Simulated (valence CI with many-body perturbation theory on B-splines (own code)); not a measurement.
**Sb XLVI: one-electron terms**

Level of theory: configuration interaction combined with many-body perturbation theory (CI+MBPT): four valence electrons over a frozen Dirac-Fock core [He], a basis of 11 s, 11 p, 9 d, 7 f, 5 g, 2 h, 1 i functions for each j, with the one-electron correlation potential Σ1 (screened to all orders), the two-electron term Σ2, the three-electron term Σ3, Breit, model QED; selected single and double excitations, second order for the rest (own B-spline code, finite nucleus).

No measured spectrum was set against this ion. As an estimate, large intervals hold to a few tenths of a per cent, small ones and those within an open d or f shell to about a per cent. Among the levels kept, up to 280 cm⁻¹ of a level comes from second order outside the variational space, and about a tenth of that is noise between levels of different J, which matters for small intervals.

These are the spectroscopic orbitals of the CI (the correlating ones are not listed), shaped by the core and the other valence electrons. h is the expectation value of the core's Dirac-Fock operator, without the valence repulsion; Σ1 is computed up to l = 3 at one energy for each symmetry, that of its lowest orbital but kept below the first core excitation, so for empty shells it is not the orbital's own correlation shift; Breit and QED include the response of the core.

```tsv
Orbital	h (hartree)	Σ1 (cm⁻¹)	Breit (cm⁻¹)	QED (cm⁻¹)	⟨r⟩ (bohr)
2s1/2	-318.84	-1304	36422	39156	0.1167
3s1/2	-139.47	-314	10090	11237	0.2708
4s1/2	-77.653	-122	4028	4588	0.4912
5s1/2	-49.366	-60.1	2017	2311	0.7761
2p1/2	-314.71	-3314	72479	-639	0.09779
3p1/2	-138.29	-732	19476	-263	0.2539
4p1/2	-77.162	-279	7806	-114	0.4758
5p1/2	-49.117	-137	3906	-58.5	0.7624
2p3/2	-303.83	-2629	28376	3496	0.1026
3p3/2	-135.07	-581	7647	910	0.2607
4p3/2	-75.81	-223	3382	367	0.4849
5p3/2	-48.427	-109	1699	184	0.7736
3d3/2	-134.56	-269	691	-131	0.2213
4d3/2	-75.597	-114	377	-43.2	0.4469
5d3/2	-48.319	-58.8	196	-19.7	0.7372
3d5/2	-133.6	-248	225	312	0.2237
4d5/2	-75.189	-105	122	142	0.4498
5d5/2	-48.11	-53.9	60.4	75.0	0.7406
4f5/2	-75.115	-22.2	3.9	-48.0	0.3879
5f5/2	-48.075	-12.5	3.2	-23.7	0.6795
4f7/2	-74.916	-21.5	1.1	41.6	0.3894
5f7/2	-47.973	-12.1	0.9	22.3	0.6813
5g7/2	-47.962		0.0	-15.1	0.5954
5g9/2	-47.901		0.0	12.1	0.5965
```

Among the shells of the start configuration 2s2 2p2, Σ1 is largest in size for 2p1/2, where it is 0.0048 % of h.

Lowest root of each symmetry, sizes in configuration state functions:

| J | Parity | Roots | Reference | Variational | Second order | Change by selected CI (cm⁻¹) | Change by second order (cm⁻¹) |
| --- | --- | --- | --- | --- | --- | --- | --- |
| 0 | even | 12 | 38 | 22321 | 44116 | -18958 | -1 |
| 1 | even | 20 | 83 | 39996 | 111201 | -17506 | -24 |
| 2 | even | 23 | 93 | 39998 | 154780 | -19272 | -93 |
| 3 | even | 12 | 63 | 39995 | 199845 | -18996 | -71 |
| 4 | even | 5 | 31 | 39998 | 103811 | -14622 | -7 |
| 5 | even | 2 | 11 | 21921 | 86652 | -19429 | -12 |
| 0 | odd | 8 | 37 | 18455 | 37550 | -21917 | -1 |
| 1 | odd | 20 | 94 | 39999 | 126011 | -23768 | -16 |
| 2 | odd | 19 | 100 | 40000 | 227606 | -17705 | -57 |
| 3 | odd | 9 | 70 | 39999 | 204609 | -19423 | -43 |
| 4 | odd | 3 | 36 | 31138 | 103167 | -22012 | -16 |
